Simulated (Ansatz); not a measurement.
`O[SiH2][SiH2]CF` + HBr → `O[SiH2][SiH2]Br` + `CF`  (ligand exchange at the Si–C bond)

Computed with Ansatz on PBE0-D4/def2-TZVP structures; ΔE is electronic, products minus reactants. CCSD(T)/CBS is the MP2 limit (def2-TZVPP, def2-QZVPP) plus CCSD(T) − MP2 in def2-TZVPP, frozen cores. This one scheme is used for every species. DFT in def2-TZVPP. For Br outer-core shells are correlated without core-valence functions, which leaves a few kJ/mol of doubt a bond. Scalar relativity is left out up to krypton. Each species was taken in one conformer, which may not be the lowest.

`O[SiH2][SiH2]CF`:

```xyz
12

O    -0.782   -2.446   -1.336
Si   -0.478   -1.513   -0.004
Si    0.136    0.680   -0.588
C     0.379    1.747    0.969
F     1.280    1.134    1.836
H    -0.048   -2.633   -1.922
H    -1.748   -1.493    0.766
H     0.589   -2.113    0.845
H    -0.926    1.333   -1.405
H     1.396    0.680   -1.384
H    -0.567    1.885    1.503
H     0.770    2.739    0.719
```

HBr:

Cartesian coordinates in Å:
```
Br -0.554 -0.200 -0.397
H 0.554 0.200 0.397
```

`O[SiH2][SiH2]Br`:

Z-matrix (Å, degrees):
```
Si
Si 1 2.348
O 1 1.648 2 108.4
H 1 1.483 2 112.3 3 -117.9
H 1 1.490 2 107.8 3 121.9
Br 2 2.247 1 103.2 3 -40.9
H 2 1.485 1 114.8 3 74.8
H 2 1.485 1 114.8 3 -157.5
H 3 0.961 1 116.1 2 41.9
```

`CF`:

Cartesian coordinates in Å:
```
C -0.053 -0.014 0.028
F 1.137 0.293 -0.594
H -0.095 -1.090 0.207
H -0.881 0.288 -0.618
H -0.108 0.523 0.977
```

| level | ΔE (eV) |
| --- | --- |
| PBE0-D4 | -1.23 |
| ωB97M-V | -1.22 |
| PBE0 | -1.23 |
| MP2/def2-TZVPP | -1.29 |
| CCSD/def2-TZVPP | -1.21 |
| HF/def2-QZVPP | -1.35 |
| MP2/def2-QZVPP | -1.32 |
| SCS-MP2/def2-QZVPP | -1.30 |

What does CCSD(T)/CBS give? (An estimate is asked.)

Ansatz gave: -1.26 eV. The listed levels differ from it by 0.03, 0.04, 0.03, -0.03, 0.05, -0.09, -0.06, -0.04 eV.

Largest T1 diagnostic among the species: 0.012.

From PBE to PBE0 (25 % exact exchange), in def2-TZVPP and without D4, ΔE moves by −0.06 eV. In def2-TZVPP, CCSD(T) changes the Hartree–Fock value by +0.15 eV (the triples alone add +0.01 eV) and MP2 by +0.07 eV.
